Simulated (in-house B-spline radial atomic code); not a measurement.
Ge⁷⁺: [Ar] (3d3/2)4 (3d5/2)3

Method: Dirac-Hartree-Fock, average of the jj configuration, Fermi nucleus of rms radius 4.0742 fm. Calculated with an all-electron radial atomic-structure program (B-spline basis).

Effective charges: Z_r = [3n² - l(l+1)]/(2<r>) from the radius, Z_e = n√(-2ε) from the energy, and Slater's rules. Values are occupation-weighted means over j.

```tsv
shell	electrons	ε (eV)	<r> (bohr)	Z_r	Z_e	Slater
1s	2	-11333	0.04698	31.93	28.86	31.70
2s	2	-1603	0.2089	28.73	21.71	27.85
2p	6	-1414.9	0.1834	27.27	20.40	27.85
3s	2	-337.56	0.6042	22.34	14.94	20.75
3p	6	-276.14	0.6177	20.24	13.52	20.75
3d	7	-180.95	0.6281	16.72	10.94	11.90
```

The least bound orbital is 3d5/2 at -180 eV, and it is also the most diffuse (<r> = 0.6303 bohr).

For the 1s electron the small component carries 1.34 % of the norm, the zero-frequency Breit interaction raises the level by 16.22 eV, self-energy by 8.384 eV, and vacuum polarisation lowers it by 0.8085 eV.

The density falls to 0.001 bohr⁻³ at 1.934 bohr; Σ<r²> = 7.1951 bohr² gives, by the non-relativistic formula and without the paramagnetism of open shells, a Langevin diamagnetic susceptibility of -5.698×10⁻⁶ cm³/mol.
